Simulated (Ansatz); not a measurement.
Name a neutral molecule of C, Cl, O, Si and H with HOMO energy (PBE/def2-TZVPP) between -6.00 and -5.70 eV and size of the dipole moment (ωB97M-V/def2-TZVPP) between 2.55 and 2.85 D (Ansatz, PBE0-D4/def2-TZVP geometry).

`OC[SiH2]CCl` (-5.95 eV, 2.59 D); `ClC[SiH]1O[SiH2]1` (-5.89 eV, 2.64 D). Other molecules can fit too; these were computed, each in one conformer that needn't be the lowest.
